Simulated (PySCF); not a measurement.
SMILES O[Si](O)(N[SiH](F)F)O (H5F2NO3Si2), PBE0/def2-SVP optimised geometry.

```
13

Si    -1.40    -2.11    -1.45
F     -0.48    -3.43    -1.34
F     -2.33    -2.19    -0.11
N     -0.50    -0.67    -1.40
Si     0.26     0.02     0.00
O     -0.19     1.60     0.00
O      1.91     0.02     0.00
O     -0.20    -0.90     1.29
H     -2.25    -2.22    -2.65
H     -0.49    -0.11    -2.25
H      0.38     2.19     0.50
H      2.33    -0.80     0.29
H     -1.12    -1.20     1.30
```

Density from PBE0/def2-TZVP (PySCF 2.14.0) at that geometry.

Minimum of the electron density along straight lines between bonded atoms, close to the bond critical point (lines longer than 1.1 times the sum of covalent radii, or with two minima, are not listed):

| bond | length / Å | ρ at the minimum / e bohr⁻³ | ∇²ρ there / e bohr⁻⁵ | position (fraction from the first atom) |
|---|---|---|---|---|
| Si1–F2 | 1.613 | 0.135 | 0.93 | 0.42 |
| Si1–F3 | 1.627 | 0.130 | 0.89 | 0.42 |
| Si1–N4 | 1.699 | 0.141 | 0.60 | 0.40 |
| N4–Si5 | 1.738 | 0.130 | [?] | 0.60 |
| Si5–O6 | 1.646 | 0.142 | 0.82 | 0.41 |
| Si5–O7 | 1.648 | 0.141 | 0.81 | 0.41 |
| Si5–O8 | 1.647 | 0.141 | 0.82 | 0.41 |
| Si1–H9 | 1.474 | 0.130 | 0.13 | 0.49 |
| N4–H10 | 1.017 | [?] | [?] | 0.74 |
| O6–H11 | 0.962 | 0.354 | -2.42 | 0.81 |
| O7–H12 | 0.962 | 0.354 | -2.43 | 0.81 |
| O8–H13 | 0.965 | 0.350 | -2.41 | 0.81 |

Complete the blanks.


- N4–Si5, ∇²ρ there / e bohr⁻⁵: 0.51
- N4–H10, ρ at the minimum / e bohr⁻³: 0.325
- N4–H10, ∇²ρ there / e bohr⁻⁵: -1.58
